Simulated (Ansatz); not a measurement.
Reaction (ligand exchange at the Si–C bond): `NC(F)([SiH3])S` + `N[SiH](N)O` → `N[SiH](N)O[SiH3]` + `NC(F)S`

Calculated with Ansatz (gas phase, PBE0-D4/def2-TZVP geometries, no zero-point term in ΔE). CCSD(T)/CBS is the MP2 limit (def2-TZVPP, def2-QZVPP) plus CCSD(T) − MP2 in def2-TZVPP, frozen cores. DFT in def2-TZVPP. Each species was taken in one conformer, which may not be the lowest.

`NC(F)([SiH3])S`:

Cartesian coordinates in Å:
```
N -1.424 0.400 0.025
C -0.161 0.161 -0.525
F 0.229 1.158 -1.453
Si 1.215 0.047 0.794
S -0.181 -1.350 -1.557
H -1.452 1.229 0.605
H -2.159 0.418 -0.672
H 2.528 0.014 0.111
H 1.000 -1.187 1.589
H 1.124 1.236 1.687
H -0.719 -2.126 -0.604
```

`N[SiH](N)O`:

Z-matrix (Å, degrees):
```
Si
N 1 1.706
O 1 1.648 2 119.3
N 1 1.713 2 104.7 3 119.0
H 1 1.482 2 106.1 3 -114.4
H 2 1.007 1 121.6 3 -73.1
H 2 1.006 1 120.9 3 78.5
H 3 0.959 1 116.3 2 67.1
H 4 1.007 1 119.8 2 -170.5
H 4 1.007 1 119.6 2 45.7
```

`N[SiH](N)O[SiH3]`:

Z-matrix (Å, degrees):
```
Si
N 1 1.701
O 1 1.643 2 117.5
N 1 1.709 2 106.0 3 117.4
H 1 1.482 2 105.9 3 -116.0
H 2 1.007 1 121.7 3 -69.2
H 2 1.006 1 121.1 3 83.6
Si 3 1.633 1 139.6 2 65.1
H 4 1.007 1 120.5 2 -165.2
H 4 1.007 1 120.1 2 48.4
H 8 1.488 3 110.6 1 80.3
H 8 1.488 3 111.1 1 -40.3
H 8 1.484 3 108.5 1 -160.3
```

`NC(F)S`:

```xyz
8

N     1.062    0.656    0.119
C    -0.005   -0.127   -0.353
F    -0.633    0.508   -1.401
S    -1.243   -0.438    0.954
H     0.783    1.382    0.765
H     1.826    0.112    0.487
H     0.373   -1.077   -0.735
H    -2.164   -1.017    0.166
```

```tsv
level	ΔE (kcal/mol)
PBE	-24.7
HF/CBS(def2)	-36.6
```

Q: What does CCSD(T)/CBS give? (Estimate.)

A: Ansatz gave: -27.9 kcal/mol. The listed levels differ from it by 3.2, -8.7 kcal/mol.

Largest T1 diagnostic among the species: 0.013.

From PBE to PBE0 (25 % exact exchange), in def2-TZVPP and without D4, ΔE moves by −2.3 kcal/mol. The D4 term adds +0.7 kcal/mol with B3LYP and +0.3 kcal/mol with PBE0; it sums over pairs of atoms, weighted by their polarisabilities, and B3LYP, whose exchange is more repulsive, gets the larger term.

B3LYP here is the variant with VWN-RPA as its local correlation; programs differ in this.
